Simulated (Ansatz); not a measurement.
Input for Ansatz (development build ahead of 0.2.0):

```yaml
crystal:
  periodic: [false, false, false]
  atoms:
    - { symbol: Cr, position_ang: [0.0, 0.0, 0.0] }
    - { symbol: Mn, position_ang: [0.0, 0.0, 2.2] }
basis:
  gaussian: { orbitals: pcseg-2 }
magnetization:
  spin_polarized: true
  initial_magnetization: 1
hamiltonian:
  xc: hf
```

The input is written out in the form of the current development build from the run's settings.

Results

```json
{"Converged": "yes", "Total energy": "-2193.11995 hartree", "Spin squared of the determinant": "5.677", "Stability test": "minimum"}
```

Caution: another spin multiplicity may lie lower; the unrestricted determinant is a mixture of spin states.
